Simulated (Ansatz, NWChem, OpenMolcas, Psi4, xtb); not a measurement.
# Computed against measured: dipole moment

7 molecules; the dipole moment in D, computed less measured. Shapes, held fixed at every level: PBE0-D4/def2-TZVP. No vibrational averaging. Dipoles are compared by magnitude; molecules under 1 D, whose direction can flip, are left out. Programs: Ansatz 0.2.0, NWChem 7.3.0, OpenMolcas 26.06, Psi4 1.11, xtb 6.7.1. A level may come from different programs for different species; with the same settings they agree closely. Measured values: NIST CCCBDB.

Levels: A = GFN1-xTB; B = PBE/cc-pVTZ; C = TPSS/cc-pVTZ; D = wB97M-V/def2-TZVPP.

```
                     molecule  measured      A      B      C      D
       BrF (bromine fluoride)      1.42  -0.41  -0.21  -0.20  +0.02
       HF (hydrogen fluoride)      1.82  +0.57  -0.04  -0.03  +0.02
NS (Mononitrogen monosulfide)      1.81  +0.15  -0.03  -0.09  +0.11
       HCN (hydrogen cyanide)      2.98  -0.08  -0.10  -0.07  +0.06
         CH3Br (bromomethane)      1.81  -0.01  +0.01  +0.09  +0.08
           CH3N (methanimine)      2.00  +0.31  -0.17  -0.14  +0.01
          CH4S (methanethiol)      1.52  -0.09  +0.02  +0.04  -0.01
```

**Question.** Which level does best on this set, which worst, and which err to one side?

**Answer.** 
```tsv
level	kind	mean error	mean absolute error	worst case
GFN1-xTB	semi-empirical	+0.063	0.231	HF
PBE/cc-pVTZ	GGA	-0.074	0.083	BrF
TPSS/cc-pVTZ	meta-GGA	-0.057	0.094	BrF
wB97M-V/def2-TZVPP	range-separated hybrid	+0.041	0.044	NS
```

On this set wB97M-V/def2-TZVPP has the smallest mean absolute error and GFN1-xTB the largest. PBE/cc-pVTZ is too low in 5 of 7; TPSS/cc-pVTZ is too low in 5 of 7; wB97M-V/def2-TZVPP is too high in 6 of 7. Open shells run unrestricted. Relativity is left out for Br. The set is small.
